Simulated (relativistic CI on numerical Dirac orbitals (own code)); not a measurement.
Radial Dirac CI calculation of Fe I.

Command:

```sh
python run_levels.py task.json out
```

Input:

```
atom Fe  Z=26  charge=0  electrons=26
nucleus A=56  rms_radius_fm=3.7377
hamiltonian dirac-coulomb  breit=on  qed=on  c_scale=1
orbitals kli  potential=per-configuration
slater_scale 1
correlation none
mixing on
grid step=0.0125 r_max=74.5
scf mixing=0.4 start=green max_iterations=150 tolerance=2e-08 node_fill=0.05
configurations
  [Ar] 3d6 4s2
end
```

Output:

```
SCF 1: [Ar] 3d6 4s2
 iter      energy (Ha)   residual   last orbital (Ha)
    1     -1270.706399   5.31e-01     -0.34462
    2     -1271.287345   1.94e-01     -0.27912
    3     -1271.354019   1.04e-01     -0.27408
    4     -1271.374090   7.10e-03     -0.26289
    5     -1271.374689   2.93e-03     -0.26241
    6     -1271.374405   1.51e-03     -0.26205
    7     -1271.374518   2.71e-04     -0.26240
    8     -1271.374507   6.42e-05     -0.26236
    9     -1271.374505   3.64e-07     -0.26234
   10     -1271.374505   2.59e-07     -0.26234
   11     -1271.374505   2.54e-09     -0.26234
orbital energies (Ha): 2p1/2 -26.0645  2p3/2 -25.6063  3s -3.5657  3p1/2 -2.3516  3p3/2 -2.2960  4s -0.2623  3d3/2 -0.3758  3d5/2 -0.3702
configuration averages (Ha): Dirac-Coulomb, Breit, QED
  3d6                          -1271.374505    0.467457    0.312970
levels: no., configuration, term, J, E (cm-1), weight
   1 3d6                    5D   4                0.0  1.00
   2 3d6                    5D   3              406.4  1.00
   3 3d6                    5D   2              692.6  1.00
   4 3d6                    5D   1              876.7  1.00
   5 3d6                    5D   0              966.9  1.00
   6 3d6                    3H   6            20944.3  1.00
   7 3d6                    3H   5            21180.0  0.99
   8 3d6                    3H   4            21357.7  0.99
   9 3d6                    3P   2            23037.1  1.00
  10 3d6                    3F   4            24097.9  0.96
  11 3d6                    3P   1            24245.6  1.00
  12 3d6                    3F   3            24326.5  0.97
  13 3d6                    3F   2            24488.2  1.00
  14 3d6                    3P   0            24749.5  0.99
lowest total energy -1270.742198 Ha
end: converged
```

Against the reference input this run has: end of the grid at 74.5 bohr. The reference run ends at -1270.742198 Ha with Breit and QED terms. The change (end of the grid at 74.5 bohr) leaves the energy and the levels as they were.

With so few configurations and no correlation, terms lie too far apart (by 10 to 50 % or more near neutrality), their order can be wrong, and levels of other configurations are missing. Terms and fine structure of an open d or f shell near neutrality can be off by tens of per cent either way.
